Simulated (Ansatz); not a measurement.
A barrier at the coupled-cluster level

Start structure (SiNH₅O₂, closed shell), relaxed at PBE0-D4/def2-TZVP:

Si1  (-0.384, -0.131, 0.067)
N2  (1.231, -0.553, -0.261)
H3  (-1.345, -1.231, 0.325)
O4  (-0.256, 0.806, 1.409)
O5  (-1.038, 0.609, -1.241)
H6  (1.886, -0.683, 0.491)
H7  (1.483, -1.078, -1.081)
H8  (-1.059, 0.944, 1.914)
H9  (-0.518, 1.317, -1.625)
(Å)

The step: SiNH₅O₂ ([NH2][SiH]([OH])[OH]) → SiH₂O₂ ([OH][Si][OH]) + NH₃ (still joined by a long Si–N bond); bonds formed: N2–H3; bonds broken: Si1–H3; bonds weakened to dative contacts: Si1–N2. Computed with Ansatz 0.2.0 (basis: def2-TZVPP and def2-QZVPP); correlated methods freeze the cores. Extrapolation: Hartree–Fock as exp(−7.88 √X), correlation as X^−2.97. Energies below are by CCSD(T) at an estimated basis limit (MP2 extrapolated from triple and quadruple zeta, plus CCSD(T) − MP2 in triple zeta).

What are the electronic barrier and the energy of the step, from the start structure to the end structure? (An estimate is asked for; the value comes from the calculation.)

Computed: Barrier 3.413 eV; step energy 1.709 eV (uphill); reverse barrier, their difference, 1.704 eV. Barrier and step energy count from the start structure, the reverse barrier from the end structure.

The saddle point: One imaginary mode of 1532i cm⁻¹.
```
  pair  start (Å)  saddle (Å)  end (Å)
 N2–H3       2.73        1.39     1.01
Si1–N2       1.70        1.87     2.11
Si1–H3       1.48        1.62     2.69
```

Zero-point energy (harmonic, PBE0-D4): ZPE is 1.741 eV at the start and 1.629 eV at the saddle, so the barrier goes from 3.413 to 3.302 eV.

First-order rate constant out of the start structure at 498 K by transition-state theory, with harmonic vibrational free energies alone and no tunnelling: ΔA‡ = 3.281 eV, so k = (kB T/h) exp(−ΔA‡/kB T) ≈ 10^-20 s⁻¹ (an order of magnitude at best: rotation, the number of equivalent paths and anharmonicity are left out).

The T1 diagnostic stays at or below 0.015. The restricted Hartree–Fock reference is unstable towards an unrestricted one at one or more of these structures.

Losses and insertions of silylenes and their heavier kin drive the gas-phase chemistry of silicon and germanium vapour deposition.

Labels in which every atom is bracketed show which atoms are joined, not bond orders.

For scale, one of the runs: CCSD(T)/def2-TZVPP, 205 basis functions, launched by `ansatz run in.yaml --threads 4 --pin off --events-out ev --progress --plain --max-ram 9574MiB`. Time: 48 s of wall clock on 4 CPU threads of an Intel Xeon; the host was shared. Peak host memory: 2.8 GiB.
